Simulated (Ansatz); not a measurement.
Mulliken charges of AlBrF2, SMILES `[F][Al]([F])[Br]` from PBE/def2-TZVPP in Ansatz (PBE0-D4/def2-TZVP geometry).

| atom | x (Å) | y (Å) | z (Å) | charge (e) |
| --- | --- | --- | --- | --- |
| F1 | 1.106 | 0.606 | 1.150 | -0.287 |
| Al2 | 0.108 | -0.091 | 0.064 | 0.737 |
| F3 | 0.228 | -1.697 | -0.200 | -0.287 |
| Br4 | -1.386 | 1.122 | -1.034 | -0.164 |

Problem. By hand: the dipole of these point charges (1 e Å = 4.8032 D).

Solution. Σ q r = (-0.076, 0.062, -0.056) e Å, of length 0.113 e Å = 0.54 D.

Problem. How does the dipole of the full density compare? (Estimate.)

Solution. Computed: (-0.094, 0.076, -0.069) e Å, 0.67 D; the point charges give 0.81 times that, at 0° from its direction.

Point charges leave out the atoms' own dipoles, such as those of lone pairs, and Mulliken's split depends on the basis, so the two needn't agree.
